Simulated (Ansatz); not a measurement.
Steps of a relaxation of `[SiH3][B]1[AlH][B]1Cl` with RKS PBE-D4/def2-SVP.

```sh
$ ansatz run in.yaml --threads 2 --pin off --events-out ev --progress --plain --max-ram 4352MiB
```

```yaml
crystal:
  periodic: [false, false, false]
  atoms:
    - {symbol: Si, position_ang: [-0.884500, -1.264600, -0.954100]}
    - {symbol: B, position_ang: [0.111900, 0.062000, 0.037300]}
    - {symbol: Al, position_ang: [1.112200, 0.470300, 1.664100]}
    - {symbol: B, position_ang: [0.744000, 1.733600, 0.220200]}
    - {symbol: Cl, position_ang: [0.725900, 3.435200, -0.453500]}
    - {symbol: H, position_ang: [-2.330700, -1.152900, -0.513400]}
    - {symbol: H, position_ang: [-0.365300, -2.566700, -0.741000]}
    - {symbol: H, position_ang: [-0.828700, -0.873000, -2.404000]}
    - {symbol: H, position_ang: [1.803600, 0.110000, 3.127300]}
basis:
  gaussian: {orbitals: def2-SVP}
hamiltonian: {xc: pbe, dispersion: d4}
relax: {f_tol: 0.03, max_steps: 200}
```

Positions (Å) and forces (eV/Å) along the path, 16 of 22 steps:

```xyz
9
step=1 energy=-28386.5471 eV
Si   -0.884   -1.265   -0.954   -0.800    1.112   -0.624
B     0.112    0.062    0.037    1.543    5.432    0.990
Al    1.112    0.470    1.664    1.214   -2.749    3.638
B     0.744    1.734    0.220   -2.794   -0.835   -5.066
Cl    0.726    3.435   -0.454    0.345   -1.552    1.408
H    -2.331   -1.153   -0.513    0.166   -0.066    0.073
H    -0.365   -2.567   -0.741    0.477   -1.685    0.156
H    -0.829   -0.873   -2.404    0.016   -0.139   -0.144
H     1.804    0.110    3.127   -0.165    0.481   -0.431
9
step=2 energy=-28388.3053 eV
Si   -0.865   -1.223   -0.959   -0.276    0.390    0.010
B     0.072    0.188    0.048    0.685    1.898    0.222
Al    1.128    0.402    1.699    0.452   -1.223    1.466
B     0.667    1.637    0.068   -1.427    0.862   -2.449
Cl    0.761    3.394   -0.346    0.297   -1.442    0.879
H    -2.304   -1.148   -0.497    0.057   -0.078   -0.044
H    -0.367   -2.590   -0.744    0.185   -0.575    0.055
H    -0.825   -0.890   -2.427    0.040   -0.054   -0.014
H     1.822    0.184    3.140   -0.013    0.222   -0.125
9
step=3 energy=-28388.7495 eV
Si   -0.867   -1.223   -0.932   -0.082    0.175    0.040
B     0.039    0.279    0.008   -0.288   -1.754    0.400
Al    1.117    0.346    1.688   -0.178   -0.380   -0.023
B     0.567    1.645   -0.072    0.404    3.346   -0.707
Cl    0.879    3.405   -0.188    0.027   -1.338    0.292
H    -2.316   -1.195   -0.507    0.012   -0.093   -0.028
H    -0.353   -2.622   -0.721    0.068    0.029    0.077
H    -0.812   -0.919   -2.407    0.000   -0.083   -0.017
H     1.835    0.237    3.114    0.037    0.099   -0.034
9
step=4 energy=-28388.9454 eV
Si   -0.888   -1.203   -0.932    0.213    0.285    0.265
B     0.012    0.308    0.049   -0.059   -0.393   -0.145
Al    1.092    0.215    1.699   -0.150    0.119   -0.214
B     0.437    1.761   -0.164    0.153    0.030    0.387
Cl    0.968    3.397   -0.121   -0.027    0.017   -0.114
H    -2.350   -1.233   -0.584   -0.101   -0.051   -0.009
H    -0.333   -2.576   -0.630    0.003    0.066    0.017
H    -0.764   -0.973   -2.411   -0.015   -0.050   -0.118
H     1.915    0.258    3.077   -0.016   -0.022   -0.068
9
step=5 energy=-28388.9116 eV rejected
Si   -0.889   -1.200   -0.930    0.074   -0.099    0.040
B     0.028    0.350   -0.072    0.243    0.489    0.162
Al    1.053    0.280    1.619   -0.065   -0.266    0.059
B     0.538    1.797   -0.004   -0.557   -0.220   -0.795
Cl    0.993    3.459   -0.078    0.141   -0.118    0.292
H    -2.347   -1.278   -0.545    0.031    0.066    0.027
H    -0.294   -2.543   -0.570    0.008    0.080    0.022
H    -0.826   -1.096   -2.436    0.027    0.052    0.061
H     1.831    0.184    3.000    0.101    0.015    0.132
9
step=7 energy=-28388.9887 eV
Si   -0.884   -1.196   -0.925   -0.014   -0.061   -0.009
B     0.005    0.350   -0.055   -0.012    0.037   -0.065
Al    1.036    0.250    1.613    0.020   -0.007    0.040
B     0.472    1.798   -0.086   -0.056    0.021   -0.072
Cl    1.025    3.428   -0.008    0.027   -0.025    0.055
H    -2.348   -1.265   -0.563    0.005    0.019    0.000
H    -0.295   -2.531   -0.540    0.014    0.014    0.017
H    -0.790   -1.095   -2.429    0.008    0.009    0.031
H     1.868    0.214    2.977    0.009   -0.006    0.003
9
step=9 energy=-28389.0021 eV
Si   -0.884   -1.210   -0.913   -0.023   -0.101   -0.101
B    -0.032    0.446   -0.232    0.092    0.145    0.134
Al    0.993    0.296    1.475   -0.043    0.006   -0.144
B     0.444    1.883   -0.079    0.086    0.122    0.040
Cl    1.108    3.457    0.269   -0.137   -0.277   -0.063
H    -2.356   -1.271   -0.576    0.032    0.037   -0.013
H    -0.287   -2.483   -0.351    0.009    0.070   -0.002
H    -0.752   -1.304   -2.422    0.003    0.021    0.149
H     1.856    0.142    2.813   -0.020   -0.023   -0.001
9
step=10 energy=-28389.0075 eV
Si   -0.883   -1.207   -0.905    0.037   -0.026   -0.048
B    -0.033    0.452   -0.227   -0.082    0.057   -0.119
Al    0.998    0.286    1.448    0.084   -0.029    0.098
B     0.439    1.887   -0.087    0.092    0.186    0.076
Cl    1.089    3.461    0.272   -0.106   -0.215   -0.072
H    -2.357   -1.251   -0.583    0.018    0.006   -0.008
H    -0.283   -2.467   -0.321   -0.021    0.031    0.002
H    -0.729   -1.315   -2.407   -0.004    0.008    0.088
H     1.847    0.108    2.792   -0.019   -0.017   -0.016
9
step=11 energy=-28389.0123 eV
Si   -0.879   -1.201   -0.894    0.011   -0.017   -0.050
B    -0.055    0.479   -0.242   -0.072    0.029   -0.092
Al    0.994    0.272    1.418    0.063    0.007    0.065
B     0.430    1.905   -0.083    0.088    0.132    0.074
Cl    1.091    3.468    0.288   -0.084   -0.136   -0.057
H    -2.357   -1.250   -0.596    0.012    0.002   -0.002
H    -0.280   -2.443   -0.272   -0.014    0.021    0.006
H    -0.700   -1.340   -2.390    0.002   -0.005    0.060
H     1.845    0.065    2.756   -0.007   -0.033   -0.004
9
step=15 energy=-28389.1075 eV
Si   -0.821   -1.100   -0.782    0.023    0.027   -0.206
B    -0.231    0.755   -0.422    0.014   -0.064   -0.024
Al    0.900    0.151    1.103    0.026   -0.082    0.070
B     0.378    2.089   -0.050   -0.008   -0.215    0.064
Cl    1.063    3.609    0.404   -0.001    0.024   -0.010
H    -2.318   -1.282   -0.672    0.086   -0.020    0.083
H    -0.211   -2.083    0.245   -0.007    0.203   -0.060
H    -0.392   -1.630   -2.144   -0.005    0.063    0.261
H     1.721   -0.555    2.300   -0.128    0.064   -0.178
9
step=16 energy=-28389.1669 eV
Si   -0.818   -1.064   -0.787    0.025    0.174   -0.084
B    -0.260    0.802   -0.480   -0.029   -0.002   -0.082
Al    0.839    0.096    1.031    0.008   -0.120    0.061
B     0.381    2.101   -0.046   -0.005   -0.161    0.055
Cl    1.082    3.606    0.443   -0.017   -0.052   -0.015
H    -2.298   -1.327   -0.613    0.121   -0.033    0.016
H    -0.142   -1.919    0.325    0.036    0.109   -0.016
H    -0.336   -1.680   -2.086   -0.058    0.019    0.174
H     1.641   -0.662    2.196   -0.082    0.064   -0.110
9
step=17 energy=-28389.2055 eV
Si   -0.815   -1.014   -0.795   -0.168    0.031   -0.276
B    -0.285    0.854   -0.548   -0.013    0.001   -0.036
Al    0.758    0.031    0.960    0.131    0.056    0.138
B     0.392    2.105   -0.034   -0.019   -0.133    0.029
Cl    1.119    3.583    0.503   -0.034   -0.119   -0.019
H    -2.264   -1.392   -0.565    0.150    0.027    0.069
H    -0.047   -1.755    0.372   -0.035    0.006   -0.027
H    -0.335   -1.749   -2.031    0.008    0.066    0.144
H     1.565   -0.710    2.120   -0.021    0.066   -0.024
9
step=18 energy=-28389.2146 eV
Si   -0.836   -1.006   -0.839    0.052    0.134    0.127
B    -0.289    0.849   -0.571    0.005    0.100   -0.041
Al    0.756    0.027    0.951   -0.018    0.050   -0.033
B     0.396    2.084   -0.031   -0.049   -0.142   -0.018
Cl    1.142    3.534    0.550   -0.017   -0.063   -0.007
H    -2.250   -1.416   -0.524   -0.020    0.021   -0.041
H    -0.059   -1.721    0.337    0.074   -0.096    0.075
H    -0.344   -1.769   -2.039   -0.001    0.006   -0.029
H     1.574   -0.629    2.150   -0.025   -0.009   -0.032
9
step=19 energy=-28389.2195 eV
Si   -0.832   -1.004   -0.826    0.048   -0.025    0.046
B    -0.299    0.853   -0.584    0.006    0.024   -0.003
Al    0.750    0.037    0.942   -0.027    0.059   -0.058
B     0.390    2.078   -0.036    0.007   -0.060    0.038
Cl    1.146    3.517    0.559   -0.005   -0.005   -0.009
H    -2.251   -1.402   -0.521   -0.011   -0.014   -0.022
H    -0.041   -1.738    0.345   -0.016    0.049   -0.015
H    -0.335   -1.760   -2.029   -0.027   -0.007   -0.014
H     1.560   -0.628    2.133    0.026   -0.021    0.038
9
step=20 energy=-28389.2203 eV
Si   -0.830   -1.006   -0.824    0.003   -0.027    0.007
B    -0.300    0.851   -0.589   -0.031    0.053   -0.060
Al    0.752    0.047    0.936    0.041   -0.037    0.064
B     0.391    2.070   -0.031   -0.001   -0.005    0.008
Cl    1.148    3.505    0.569    0.007    0.019    0.002
H    -2.252   -1.408   -0.534    0.000   -0.001    0.019
H    -0.039   -1.722    0.356   -0.026   -0.008   -0.035
H    -0.346   -1.764   -2.033    0.017   -0.004    0.011
H     1.565   -0.618    2.133   -0.009    0.009   -0.016
9
step=22 energy=-28389.2209 eV
Si   -0.830   -1.005   -0.826    0.001   -0.010    0.003
B    -0.291    0.853   -0.603   -0.002    0.005   -0.005
Al    0.756    0.046    0.933    0.005   -0.003    0.006
B     0.390    2.071   -0.029    0.007    0.003    0.012
Cl    1.139    3.509    0.578   -0.004   -0.006   -0.007
H    -2.252   -1.400   -0.526   -0.001    0.001    0.000
H    -0.044   -1.723    0.353   -0.002    0.004   -0.002
H    -0.345   -1.775   -2.026    0.001    0.003   -0.001
H     1.565   -0.622    2.129   -0.004    0.004   -0.006
```

Run time 52 s (2 threads of an Arm Neoverse V1 on a shared host); peak host memory 0.15 GiB.
